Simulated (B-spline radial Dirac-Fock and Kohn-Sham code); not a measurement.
What relativity does to the binding energies of Mg³⁺

System: magnesium as Mg³⁺, configuration [He] 2s2 2p5.

Both columns are ΔSCF binding energies of the configuration average from a B-spline atomic structure program: non-relativistic Hartree-Fock with a point nucleus, and Dirac-Fock with a finite nucleus and the Coulomb interaction alone, averaged over the two j levels with weights 2j+1.

| shell | Hartree-Fock (eV) | Dirac-Fock (eV) | shift (eV) | shift (%) |
| --- | --- | --- | --- | --- |
| 1s | 1372.5 | 1375.0 | +2.55 | +0.19 |
| 2s | 147.5 | 147.9 | +0.39 | +0.26 |
| 2p | 110.0 | 110.0 | 0.00 | 0.00 |

Relativity binds 1s, 2s more strongly, among those listed most of all 2s in relative terms.

Values without a named source are computed, but for edge energies of neutral atoms, which are taken from tables.
